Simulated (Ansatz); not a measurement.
# From C to Sn: the HOMO–LUMO gap

One atom is swapped for its congeners: CH5N (methylamine) `CN`; GeH3(NH2); SnH3(NH2). The Si member is missing. All are singlets with charge 0.

Shapes, held fixed at every level: PBE0-D4/def2-TZVP. Programs: Ansatz 0.2.0. Values in eV.

```tsv
level	CH5N	GeH3(NH2)	SnH3(NH2)
SPW92/def2-TZVPP	5.61	5.40	4.80
PBE-D4/def2-TZVPP	5.61	5.48	4.85
B3LYP-D4/def2-TZVPP	7.34	7.19	6.50
PBE0-D4/def2-TZVPP	7.96	7.75	7.03
r2SCAN0-D4/def2-TZVPP	8.76	8.28	7.53
wB97M-V/def2-TZVPP	11.76	11.66	10.75
wB97X-V/def2-TZVPP	12.34	12.13	11.23
```

At wB97X-V/def2-TZVPP the HOMO–LUMO gap falls at every step, from 12.34 to 11.23 eV. Every level shows the same order. For atoms past krypton def2 sets carry core potentials with scalar relativity. Relativity is left out for Ge unless named. Orbital gaps aren't excitation energies, and the LUMO depends on the basis.
